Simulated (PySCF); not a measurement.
# Electron correlation in B (boron, neutral)

[He] 2s1 2p2, high-spin 4P determinant (an excited configuration). Computed with PySCF 2.14 in aug-cc-pwCVDZ, with no relativity, point nucleus. Frozen: 1s2; 3 electrons correlated.

```csv
level,correlation energy (mhartree)
CCSD,-13.53
(T),-0.05
CCSD(T),-13.58
CCSDT,-13.60
FCI,-13.60
```

Diagnostics: T1 = 0.0049, D1 = 0.0082, largest double amplitude 0.047, weight of the Hartree-Fock determinant in FCI 0.9886 (2600 determinants).

Cost of the coupled-cluster step: about 0.13 core-seconds, for 3 correlated electrons.
